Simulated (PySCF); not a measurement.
ClH₂Si, SMILES [SiH2]Cl (connectivity only; charge and spin as stated), charge +1, multiplicity 1. Geometry optimised at B3LYP-D3(BJ)/def2-TZVP. The spin state was assumed, not searched. The isomer is the one that the SMILES or the coordinates give; other isomers of the formula were not compared.

TDDFT-PBE/def2-TZVPD (PySCF) puts the lowest singlet excitations at 4.27, 5.87, 6.32, 6.63, 7.24, 7.97 eV.

Problem. What are the lowest excitation roots from ADC(2)/aug-cc-pVDZ in PySCF? (The exact figures need the calculation; the answer reports its results.)

Solution. 5.08, 6.44, 7.47, 7.52, 8.25, 8.95 eV. S1 differs by 0.81 eV (second minus first; roots are paired by order, and the bases may differ).
